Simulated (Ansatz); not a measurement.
One change: `[SiH3][SiH2][InH2]` becomes `[SiH3][SiH2]I`.

Ansatz, PBE0-D4/def2-TZVP geometries, multiplicity 1. 

Elements past krypton have def2 core potentials.

```
                                        property  `[SiH3][SiH2][InH2]`
               LUMO energy (PBE/def2-TZVPP) / eV                 -2.93
              HOMO energy (PBE0/def2-TZVPP) / eV                 -7.25
             LUMO energy (B3LYP/def2-TZVPP) / eV                 -2.47
size of the dipole moment (B3LYP/def2-TZVPP) / D                  0.25
              LUMO energy (PBE0/def2-TZVPP) / eV                 -2.21
         HOMO–LUMO gap (ωB97M-V/def2-TZVPP) / eV                  8.50
```

Problem. Give the same properties after the change, and the shifts. (An estimate is asked.)

Solution. Ansatz gave: 
```
                                        property  `[SiH3][SiH2]I`  shift
               LUMO energy (PBE/def2-TZVPP) / eV            -1.89   1.04
              HOMO energy (PBE0/def2-TZVPP) / eV            -7.51  -0.26
             LUMO energy (B3LYP/def2-TZVPP) / eV            -1.25   1.22
size of the dipole moment (B3LYP/def2-TZVPP) / D             1.29   1.04
              LUMO energy (PBE0/def2-TZVPP) / eV            -1.07   1.14
         HOMO–LUMO gap (ωB97M-V/def2-TZVPP) / eV            10.26   1.76
```

With PBE0 the HOMO falls by 0.26 eV and the LUMO rises by 1.14 eV, so the gap widens by about 1.40 eV. PBE moves the HOMO by -0.14 eV and ωB97M-V by -0.37 eV. The zero-point energy changes by -27.8 kJ/mol with -6 modes. Dipoles are sizes alone; their direction can turn.

B3LYP here is the variant with VWN-RPA as its local correlation; programs differ in this.

Spin–orbit coupling is left out; it splits and shifts lone-pair levels of the heavy atoms by tenths of an eV.
